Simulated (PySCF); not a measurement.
C2H2Cl2, charge +1, doublet, at a GFN2-xTB geometry (a state made from the parent by changing its charge; the spin is typed, not shown lowest); DF-CAMB3LYP/def2-TZVPD in PySCF.

PySCF was given this input:
```python
from pyscf import gto, scf, dft
import numpy

mol = gto.Mole()
mol.atom = '''
    Cl    2.075346    0.354900    0.018240
    C     0.583097   -0.366983   -0.001026
    C    -0.583097    0.366983    0.001026
    Cl   -2.075346   -0.354900   -0.018240
    H     0.558084   -1.455093   -0.015529
    H    -0.558084    1.455093    0.015529
'''
mol.basis = 'def2-tzvpd'
mol.charge = 1
mol.spin = 1
mol.verbose = 4
mol.build()
print('smallest overlap eigenvalue', numpy.linalg.eigvalsh(mol.intor('int1e_ovlp'))[0])

mf = dft.UKS(mol)
mf.xc = 'camb3lyp'
mf = mf.density_fit(auxbasis='def2-universal-jkfit')
mf = scf.addons.remove_linear_dep_(mf, threshold=1e-4, lindep=1e-4)
mf.kernel()
```

The log (banner, timings and long lists left out):

```
PySCF version 2.14.0

[INPUT] verbose = 4
[INPUT] num. atoms = 6
[INPUT] num. electrons = 47
[INPUT] charge = 1
[INPUT] spin (= nelec alpha-beta = 2S) = 1
[INPUT] symmetry False subgroup None
[INPUT] Mole.unit = angstrom
[INPUT] Symbol           X                Y                Z      unit          X                Y                Z       unit  Magmom
[INPUT]  1 Cl     2.075346000000   0.354900000000   0.018240000000 AA    3.921835553712   0.670663801608   0.034468604512 Bohr   0.0
[INPUT]  2 C      0.583097000000  -0.366983000000  -0.001026000000 AA    1.101893634056  -0.693497362371  -0.001938859004 Bohr   0.0
[INPUT]  3 C     -0.583097000000   0.366983000000   0.001026000000 AA   -1.101893634056   0.693497362371   0.001938859004 Bohr   0.0
[INPUT]  4 Cl    -2.075346000000  -0.354900000000  -0.018240000000 AA   -3.921835553712  -0.670663801608  -0.034468604512 Bohr   0.0
[INPUT]  5 H      0.558084000000  -1.455093000000  -0.015529000000 AA    1.054625914502  -2.749727255772  -0.029345556988 Bohr   0.0
[INPUT]  6 H     -0.558084000000   1.455093000000   0.015529000000 AA   -1.054625914502   2.749727255772   0.029345556988 Bohr   0.0

nuclear repulsion = 178.743901612173
number of shells = 68
number of NR pGTOs = 270
number of NR cGTOs = 184
basis = def2-tzvpd
ecp = {}
input.py:23: DeprecationWarning: remove_linear_dep_ is deprecated and will be removed in a future release. Linear dependency handling is now built into the SCF procedure by default. Linear dependency removal can be controlled using the following settings:
  pyscf.scf.hf.remove_overlap_zero_eigenvalue = True
  pyscf.scf.hf.overlap_zero_eigenvalue_threshold = 1e-6

  mf = scf.addons.remove_linear_dep_(mf, threshold=1e-4, lindep=1e-4)
smallest overlap eigenvalue 1.3264120502415465e-05
Applying remove_linear_dep_ on SCF object.
Using canonical orthogonalization with threshold 0.0001

******** <class 'pyscf.df.df_jk.DFUKS'> ********
method = DFUKS
initial guess = minao
damping factor = 0
level_shift factor = 0
DIIS = <class 'pyscf.scf.diis.CDIIS'>
diis_start_cycle = 1
diis_space = 8
diis_damp = 0
SCF conv_tol = 1e-09
SCF conv_tol_grad = None
SCF max_cycles = 50
direct_scf = False
number electrons alpha = 24  beta = 23
XC library pyscf.dft.libxc version 7.1.2
    S. Lehtola, C. Steigemann, M. J. T. Oliveira, and M. A. L. Marques,  SoftwareX 7, 1–5 (2018)
XC functionals = camb3lyp
    T. Yanai, D. P. Tew, and N. C. Handy,  Chem. Phys. Lett. 393, 51 (2004)
radial grids:
    Treutler-Ahlrichs [JCP 102, 346 (1995); DOI:10.1063/1.469408] (M4) radial grids

becke partition: Becke, JCP 88, 2547 (1988); DOI:10.1063/1.454033
pruning grids: <function nwchem_prune>
grids dens level: 3
symmetrized grids: False
atomic radii adjust function: <function treutler_atomic_radii_adjust>
small_rho_cutoff = 0
Set gradient conv threshold to 3.16228e-05
tot grids = 85616
******** <class 'pyscf.df.df.DF'> ********
auxbasis = def2-universal-jkfit
Create RSH-DF object <pyscf.df.df.DF object> for omega=0.33
******** <class 'pyscf.df.df.DF'> ********
auxbasis = auxmol.basis = def2-universal-jkfit
init E= -998.395845915851

cycle= 1 E= -997.393960334793  delta_E=    1  |g|= 0.369  |ddm|= 1.42
cycle= 2 E= -997.343593107632  delta_E= 0.0504  |g|= 0.528  |ddm|= 0.572
cycle= 3 E= -997.479454971343  delta_E= -0.136  |g|= 0.0493  |ddm|= 0.31
cycle= 4 E= -997.480276997297  delta_E= -0.000822  |g|= 0.0168  |ddm|= 0.0672
cycle= 5 E= -997.480420860343  delta_E= -0.000144  |g|= 0.00273  |ddm|= 0.0174
cycle= 6 E= -997.48044025398  delta_E= -1.94e-05  |g|= 0.0013  |ddm|= 0.00595
cycle= 7 E= -997.480444913147  delta_E= -4.66e-06  |g|= 0.000508  |ddm|= 0.00331
cycle= 8 E= -997.480445408032  delta_E= -4.95e-07  |g|= 0.000195  |ddm|= 0.000992
cycle= 9 E= -997.480445490745  delta_E= -8.27e-08  |g|= 7.61e-05  |ddm|= 0.00059
cycle= 10 E= -997.480445490508  delta_E= 2.37e-10  |g|= 5.81e-05  |ddm|= 0.000141
cycle= 11 E= -997.48044549154  delta_E= -1.03e-09  |g|= 7.49e-05  |ddm|= 8.08e-05
cycle= 12 E= -997.480445490726  delta_E= 8.15e-10  |g|= 5.84e-05  |ddm|= 9.06e-05
cycle= 13 E= -997.480445489723  delta_E= 1e-09  |g|= 5.86e-05  |ddm|= 3.18e-05
cycle= 14 E= -997.480445491392  delta_E= -1.67e-09  |g|= 4.98e-05  |ddm|= 4.28e-05
cycle= 15 E= -997.480445487628  delta_E= 3.76e-09  |g|= 6.12e-05  |ddm|= 8.2e-05
cycle= 16 E= -997.480445484288  delta_E= 3.34e-09  |g|= 7.08e-05  |ddm|= 4.51e-05
cycle= 17 E= -997.480445488741  delta_E= -4.45e-09  |g|= 7.65e-05  |ddm|= 0.000112
cycle= 18 E= -997.480445487812  delta_E= 9.3e-10  |g|= 8.5e-05  |ddm|= 0.000124
cycle= 19 E= -997.480445490974  delta_E= -3.16e-09  |g|= 4.47e-05  |ddm|= 0.000136
cycle= 20 E= -997.480445483481  delta_E= 7.49e-09  |g|= 7.54e-05  |ddm|= 0.000143
cycle= 21 E= -997.48044548777  delta_E= -4.29e-09  |g|= 7.48e-05  |ddm|= 6.98e-05
cycle= 22 E= -997.480445481869  delta_E= 5.9e-09  |g|= 8.3e-05  |ddm|= 0.000106
cycle= 23 E= -997.48044548783  delta_E= -5.96e-09  |g|= 6.63e-05  |ddm|= 0.000106
cycle= 24 E= -997.480445486871  delta_E= 9.59e-10  |g|= 6.96e-05  |ddm|= 3.92e-05
cycle= 25 E= -997.48044548106  delta_E= 5.81e-09  |g|= 8.09e-05  |ddm|= 7.94e-05
cycle= 26 E= -997.480445490456  delta_E= -9.4e-09  |g|= 6.56e-05  |ddm|= 0.000146
cycle= 27 E= -997.480445491573  delta_E= -1.12e-09  |g|= 6.99e-05  |ddm|= 7.73e-05
cycle= 28 E= -997.480445491058  delta_E= 5.15e-10  |g|= 7.45e-05  |ddm|= 4.93e-05
cycle= 29 E= -997.480445489835  delta_E= 1.22e-09  |g|= 6.09e-05  |ddm|= 0.000127
cycle= 30 E= -997.480445488638  delta_E= 1.2e-09  |g|= 6.09e-05  |ddm|= 4.08e-05
cycle= 31 E= -997.480445490864  delta_E= -2.23e-09  |g|= 5.82e-05  |ddm|= 8.92e-05
cycle= 32 E= -997.480445489889  delta_E= 9.75e-10  |g|= 7.9e-05  |ddm|= 9.9e-05
cycle= 33 E= -997.480445487706  delta_E= 2.18e-09  |g|= 6.54e-05  |ddm|= 8.35e-05
cycle= 34 E= -997.480445486865  delta_E= 8.41e-10  |g|= 6.13e-05  |ddm|= 3.6e-05
cycle= 35 E= -997.480445489938  delta_E= -3.07e-09  |g|= 6.41e-05  |ddm|= 9.36e-05
cycle= 36 E= -997.480445490087  delta_E= -1.49e-10  |g|= 5.79e-05  |ddm|= 4.4e-05
cycle= 37 E= -997.480445490523  delta_E= -4.37e-10  |g|= 4.82e-05  |ddm|= 5.03e-05
cycle= 38 E= -997.480445486002  delta_E= 4.52e-09  |g|= 8.02e-05  |ddm|= 0.000143
cycle= 39 E= -997.480445489308  delta_E= -3.31e-09  |g|= 6.46e-05  |ddm|= 4.33e-05
cycle= 40 E= -997.4804454861  delta_E= 3.21e-09  |g|= 6.98e-05  |ddm|= 8.27e-05
cycle= 41 E= -997.480445486383  delta_E= -2.83e-10  |g|= 7.06e-05  |ddm|= 1.08e-05
cycle= 42 E= -997.48044548373  delta_E= 2.65e-09  |g|= 7.32e-05  |ddm|= 4.45e-05
cycle= 43 E= -997.480445483257  delta_E= 4.73e-10  |g|= 7.56e-05  |ddm|= 1.36e-05
cycle= 44 E= -997.480445487646  delta_E= -4.39e-09  |g|= 5.85e-05  |ddm|= 7.99e-05
cycle= 45 E= -997.480445488818  delta_E= -1.17e-09  |g|= 5.26e-05  |ddm|= 3.05e-05
cycle= 46 E= -997.480445490791  delta_E= -1.97e-09  |g|= 4.53e-05  |ddm|= 6.6e-05
cycle= 47 E= -997.480445485097  delta_E= 5.69e-09  |g|= 8.44e-05  |ddm|= 0.000144
cycle= 48 E= -997.480445492308  delta_E= -7.21e-09  |g|= 4.54e-05  |ddm|= 0.000118
cycle= 49 E= -997.480445489995  delta_E= 2.31e-09  |g|= 5.62e-05  |ddm|= 6.25e-05
cycle= 50 E= -997.480445490542  delta_E= -5.48e-10  |g|= 6.16e-05  |ddm|= 2.5e-05
SCF not converged.
SCF energy = -997.480445490542 after 50 cycles  <S^2> = 0.75637907  2S+1 = 2.0063689
```

The run did not converge; its last values are not results.
